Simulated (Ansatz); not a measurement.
Process, species as SMILES: CB(F)F [difluoro(methyl)borane] -> C[B]F + F atom (the B-F bond at the site shown breaks; other sites are not compared here)
Geometries: B3LYP-D3(BJ)/def2-TZVP minima from Ansatz (a quantum-chemistry and plane-wave program).
Geometry of the first species:
SMILES: CB(F)F
```xyz
7

B      0.0771     0.0120    -0.0053
F      0.7240     1.1667    -0.0994
F      0.8362    -1.0778    -0.0117
C     -1.4736    -0.0795     0.1049
H     -1.9551     0.8969     0.1082
H     -1.7559    -0.6147     1.0156
H     -1.8749    -0.6658    -0.7265
```

Property: bond dissociation energy (electronic energy difference), in eV. Valence correlation only, unless marked. UHF or UKS for open shells. Spin-orbit coupling is left out. No relativistic terms. CBS(X,Y): correlation extrapolated as X^-3; Hartree-Fock from the larger set. The bracket is a focal-point correction in the basis named.

Level to compare with: RI-MP2/CBS(cc-pVTZ,cc-pVQZ)+[CCSD(T)-MP2]/cc-pVTZ (Ansatz), 7.66 eV. It is a level with limits of its own, and the differences hold the functionals' basis error too.

Question: Rank these functionals by how close they come to RI-MP2/CBS(cc-pVTZ,cc-pVQZ)+[CCSD(T)-MP2]/cc-pVTZ, closest first: wB97M-V/def2-TZVPD (Ansatz); LC-wPBE/def2-TZVPD (Ansatz); SVWN5/def2-TZVPD (Ansatz).

Answer: wB97M-V/def2-TZVPD (range-separated hybrid meta-GGA with VV10, 7.61 eV, difference -0.05), LC-wPBE/def2-TZVPD (range-separated hybrid, 7.46 eV, difference -0.20), SVWN5/def2-TZVPD (LDA, 8.56 eV, difference 0.90)
